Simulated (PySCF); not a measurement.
Species: thiepane, C6H12S.
Cartesian coordinates in Å at the PBE0-D3(BJ)/def2-SVP level; atoms count from 1:
```
atom  x, y, z in Å
C1    -0.6745   -1.2988    0.1006
C2     0.6441   -1.0147   -0.6290
C3     1.6139   -0.1140    0.1366
C4     1.2216    1.3491    0.2720
S5    -0.3569    1.6899    1.1041
C6    -1.4904    1.1365   -0.2020
C7    -1.8336   -0.3507   -0.1997
H8    -1.0107   -2.3226   -0.1298
H9    -0.4799   -1.2829    1.1856
H10    0.4475   -0.5942   -1.6322
H11    1.1598   -1.9711   -0.8106
H12    1.7648   -0.5363    1.1448
H13    2.6003   -0.1449   -0.3597
H14    1.1903    1.8409   -0.7156
H15    1.9759    1.8868    0.8675
H16   -1.0369    1.4378   -1.1603
H17   -2.4040    1.7403   -0.0926
H18   -2.2673   -0.5899   -1.1874
H19   -2.6332   -0.5404    0.5349
```

The closed-shell ground state was solved at several levels (PySCF, density fitting, gas phase, non-relativistic).

```csv
level,basis functions,HOMO (eV),LUMO (eV),gap (eV),dipole (D)
KT3/pcSseg-1,186,-5.13,0.21,5.34,1.65
B3LYP/def2-SVPD,243,-6.02,0.36,6.38,1.79
```

**Question.** What might PBE0/pcSseg-1 (186 basis functions) give for the same quantities?

**Answer.** HOMO -6.25 eV, LUMO 1.23 eV, gap 7.48 eV, dipole 1.79 D.

**Question.** Over all these levels, which gives the widest orbital gap and which the narrowest?

**Answer.** PBE0/pcSseg-1 (global hybrid, 25 % exact exchange) has the widest, 7.48 eV, and KT3/pcSseg-1 (GGA) the narrowest, 5.34 eV. The two share the basis. From the narrowest to the widest the HOMO moves by -1.12 eV and the LUMO by +1.02 eV.

**Question.** How far do the dipole and the HOMO energy spread over the levels?

**Answer.** The dipole runs from 1.65 to 1.79 D (mean 1.75 D) and the HOMO from -6.25 to -5.13 eV.

One conformer stands for the species.
